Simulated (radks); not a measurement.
Problem. These are the eigenvalues of the occupied orbitals of an atom or ion with whole-number occupations (eV). All-electron calculation, non-relativistic Kohn-Sham, PBE, spin-polarised, spherical densities, point nucleus. Program: a radial shooting solver on a logarithmic mesh with Libxc functionals.

| orbital | eigenvalue |
|---|---|
| 1s up | -35143.60 |
| 1s down | -35122.45 |
| 2s up | -7877.067 |
| 2s down | -7843.228 |
| 2p up | -7677.120 |
| 2p down | -7635.054 |

Which element is it, and in what charge state? The configuration may be excited. Open shells, if any, are filled with parallel spins first.

Solution. Z = 53, iodine, charge +45: I45+ in [He] 2s2 2p4. The list shows which subshells hold electrons but not how many an open one holds; the 1s level, -1291.5 hartree, gives Z - s = 50.8 by -(Z - s)^2/2, which with screening narrows Z to a few neighbours, and the depths of the outer levels then fix element, charge and occupations together.
